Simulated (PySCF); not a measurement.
## UHF on Pt (platinum, neutral)

Configuration: [Xe] 4f14 5d9 6s1, high-spin 3D determinant. Computed with PySCF 2.14 in ANO-RCC-VTZP (8s7p5d3f1g, 84 functions), with the spin-free X2C one-electron Hamiltonian (Gaussian nucleus).

| Property | Result |
| --- | --- |
| Total energy | -18409.483464 hartree |
| One-electron energy | -25253.5978 hartree |
| Hartree (Coulomb) energy | 7200.2628 hartree |
| Exchange energy | -356.1485 hartree |
| ⟨S²⟩ | 2.0041 |
| ⟨L²⟩ | 6.060 |
| Sum of ⟨r⟩ | 45.79 bohr |
| Sum of ⟨r²⟩ | 61.21 bohr² |
| Traceless quadrupole moment −½Σ⟨3z² − r²⟩ along its main axis | -1.13 e·bohr² |
| Langevin diamagnetic susceptibility | -48.5 ×10⁻⁶ cm³/mol |

```
shell  electrons  mean orbital energy (hartree)  spread (hartree)  rms radius, mean of both spins (bohr)
 1s α          1                    -2896.11359                 0                                 0.0194
 1s β          1                    -2896.11222                 0                                 0.0194
 2s α          1                     -514.25830                 0                                 0.0782
 2s β          1                     -514.25307                 0                                 0.0782
 2p α          3                     -447.41488           0.00463                                 0.0716
 2p β          3                     -447.41060           0.00085                                 0.0716
 3s α          1                     -123.26333                 0                                  0.200
 3s β          1                     -123.26044                 0                                  0.200
 3p α          3                     -103.38008           0.00776                                  0.202
 3p β          3                     -103.37836           0.00646                                  0.202
 3d α          5                      -80.87363           0.00883                                  0.185
 3d β          5                      -80.87002           0.01156                                  0.185
 4s α          1                      -27.80350                 0                                  0.441
 4s β          1                      -27.79525                 0                                  0.441
 4p α          3                      -21.13995           0.01714                                  0.469
 4p β          3                      -21.13383           0.01107                                  0.469
 4d α          5                      -12.71440           0.02243                                  0.503
 4d β          5                      -12.70586           0.02519                                  0.503
 5s α          1                       -4.43089                 0                                   1.03
 5s β          1                       -4.37768                 0                                   1.03
 4f α          7                       -3.35275           0.02019                                  0.564
 4f β          7                       -3.34699           0.01238                                  0.564
 5p α          3                       -2.59740           0.05124                                   1.19
 5p β          3                       -2.52846           0.03512                                   1.19
 5d α          5                       -0.43603           0.06242                                   1.83
 5d β          4                       -0.39041           0.04363                                   1.83
 6s α          1                       -0.29054                 0                                   3.34
```

Spin-orbit coupling, absent here, splits the open shell strongly.

Densities and radii are taken from the X2C orbitals without a picture-change correction, which distorts them close to the nucleus.

Spin-orbit constants ζ (cm⁻¹) from the X2C one-electron operator on these orbitals: bare nucleus, nucleus screened by l(l+1)(2l+1)/3 electrons, and screened by the Breit-Pauli mean field of the electrons.

```csv
shell,bare,screened nucleus,mean field
2p,8682000,8460000,n/a
3p,1929000,1879000,n/a
3d,298200,260000,n/a
4p,454000,442400,n/a
4d,61730,53820,n/a
4f,12160,7793,n/a
5p,68780,67020,n/a
5d,4925,4294,n/a
```

To first order the Landé constant is A = -2147 cm⁻¹, so the lowest level has J = 3 and lies 0.532 eV below the centre of the term. This holds in LS coupling only.
